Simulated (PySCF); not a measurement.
PySCF 2.14 output of an unrestricted r2SCAN calculation on a single atom or ion in aug-cc-pwCVDZ-PP with ECP28MDF, with scalar relativity through the core potential:

```
SCF conv_tol = 1e-09
number electrons alpha = 13  beta = 10
    J. W. Furness, A. D. Kaplan, J. Ning, J. P. Perdew, and J. Sun.,  J. Phys. Chem. Lett. 11, 8208-8215 (2020)
    J. W. Furness, A. D. Kaplan, J. Ning, J. P. Perdew, and J. Sun.,  J. Phys. Chem. Lett. 11, 9248-9248 (2020)
    J. W. Furness, A. D. Kaplan, J. Ning, J. P. Perdew, and J. Sun.,  J. Phys. Chem. Lett. 11, 8208-8215 (2020)
    J. W. Furness, A. D. Kaplan, J. Ning, J. P. Perdew, and J. Sun.,  J. Phys. Chem. Lett. 11, 9248-9248 (2020)
cycle= 1 E= -294.197252130808  delta_E= -0.00796  |g|= 0.0116  |ddm|= 1.05
cycle= 2 E= -294.197765364012  delta_E= -0.000513  |g|= 0.00644  |ddm|= 0.139
cycle= 3 E= -294.197866977184  delta_E= -0.000102  |g|= 0.00282  |ddm|= 0.055
cycle= 4 E= -294.197915783095  delta_E= -4.88e-05  |g|= 0.000984  |ddm|= 0.0471
cycle= 5 E= -294.197926039153  delta_E= -1.03e-05  |g|= 0.0001  |ddm|= 0.0327
cycle= 6 E= -294.197926057694  delta_E= -1.85e-08  |g|= 1.51e-05  |ddm|= 0.0016
cycle= 7 E= -294.197926057827  delta_E= -1.34e-10  |g|= 1.25e-06  |ddm|= 7.48e-05
converged SCF energy = -294.197926057827  <S^2> = 3.7513313  2S+1 = 4.0006656
```

The run itself started from symmetry-adapted Hartree-Fock orbitals and held the occupation by maximum overlap, on a logarithmic radial grid, so the iterations belong to that start.

Question: Which element, charge and spin multiplicity is this?

Answer: I²⁺ (iodine, charge +2), multiplicity 4; the state was [Kr] 4d10 5s2 5p2 5d1, one real determinant (an excited configuration).

⟨L²⟩ = 7.62 against 12 for a pure F term, so this real determinant mixes terms. Energies and moments cover only the electrons outside the core potential. The outer electron is Rydberg-like, and this basis confines it to a smaller radius and binds it less than a complete one would.
